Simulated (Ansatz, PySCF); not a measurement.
C4H12Mo, SMILES [CH3][Mo]([CH3])([CH3])[CH3], multiplicity 1. Atoms are numbered in the order given.

```xyz
17

Mo    -0.0003     0.0004     0.0010
C     -0.2624    -0.9660     1.8185
C     -0.1989     2.0602     0.1540
C     -1.4470    -0.5125    -1.3952
C      1.9074    -0.5801    -0.5730
H      0.3698    -0.6390     2.6638
H     -0.3241    -2.0692     1.8036
H     -1.2910    -0.5615     1.9759
H      0.0730     2.6645    -0.7304
H      0.6162     2.1628     0.9099
H     -1.1327     2.4491     0.5988
H     -1.2111    -1.6030    -1.3575
H     -2.5046    -0.3781    -1.1044
H     -1.2982    -0.1631    -2.4330
H      2.0602    -1.6451    -0.8250
H      2.7546    -0.2154     0.0354
H      1.8851     0.0034    -1.5245
```
Charge 0, spin multiplicity 1.

Coordinates come from a B3LYP-D3(BJ)/def2-SVP optimisation. The multiplicity is an assumed one; other spin states were not compared. The def2 effective core potentials stand for the cores of Mo; spin–orbit coupling is left out.

Two levels are set side by side: PBE-D3(BJ)/def2-SVP (Ansatz, a program for electronic structure) and B3LYP-D3(BJ)/def2-SVP (Ansatz). Each level has its own optimised geometry; the coordinates shown are those of the second. Frequencies come from the Hessian of PySCF at each geometry. Differences are taken from unrounded values.

| quantity | B3LYP-D3(BJ) | PBE-D3(BJ) | PBE-D3(BJ) minus B3LYP-D3(BJ) |
|---|---|---|---|
| mean bond length (Å) | 1.350 | 1.354 | 0.003 |
| bond Mo1–C2 (Å) | 2.075 | 2.061 | -0.014 |
| bond Mo1–C3 (Å) | 2.075 | 2.061 | -0.014 |
| bond Mo1–C4 (Å) | 2.075 | 2.061 | -0.014 |
| bond Mo1–C5 (Å) | 2.075 | 2.061 | -0.014 |
| bond C2–H6 (Å) | 1.105 | 1.114 | 0.008 |
| bond C2–H7 (Å) | 1.105 | 1.114 | 0.008 |
| bond C2–H8 (Å) | 1.116 | 1.127 | 0.011 |
| bond C3–H9 (Å) | 1.105 | 1.114 | 0.008 |
| bond C3–H10 (Å) | 1.116 | 1.127 | 0.011 |
| bond C3–H11 (Å) | 1.105 | 1.114 | 0.008 |
| bond C4–H12 (Å) | 1.116 | 1.127 | 0.011 |
| bond C4–H13 (Å) | 1.105 | 1.114 | 0.008 |
| bond C4–H14 (Å) | 1.105 | 1.114 | 0.008 |
| bond C5–H15 (Å) | 1.105 | 1.114 | 0.008 |
| bond C5–H16 (Å) | 1.105 | 1.114 | 0.008 |
| bond C5–H17 (Å) | 1.116 | 1.127 | 0.011 |
| highest harmonic wavenumber (cm⁻¹) | 3077 | 3008 | -69 |
| mean harmonic wavenumber (cm⁻¹) | 1336 | 1297 | -39 |
| zero-point energy (kcal/mol) | 85.95 | 83.45 | -2.50 |
